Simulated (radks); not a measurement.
The numbers below are computed, except where a source is named.
Species: the selenium ion Se2+. Configuration: [Ar] 3d10 4s2 4p2. Level of theory: scalar-relativistic Kohn-Sham, LDA (Slater exchange, Perdew-Wang correlation), spin-polarised, spherical densities, point nucleus; open shells are filled with parallel spins first (a radial shooting solver on a logarithmic mesh with Libxc functionals).

Normalised radial functions P(r) = r R(r), r in bohr:

```
   r/bohr * 4p up (the largest magnitude, 0.749, reaches the edge; | marks zero)
 0.001478                             *
 0.002205                             *
  0.00329                             *
 0.004907                             *
 0.007321                             *
  0.01092                             |*
  0.01629                             |*
  0.02431                             | *
  0.03626                             |   *
   0.0541                             |     *
   0.0807                             |       *
   0.1214                             |       *
    0.181                             |  *
   0.2701                       *     |
   0.4029                *            |
   0.6011                     *       |
   0.8967                             |        *
    1.338                             |                         *
    1.996                             |                          *
    2.977                             |              *
    4.441                             |   *
    6.626                             *
```

4p up: eigenvalue -26.455 eV, 2 radial nodes at r = 0.208, 0.736 bohr, <r> = 1.97 bohr, 90 % of the charge inside 2.94 bohr.
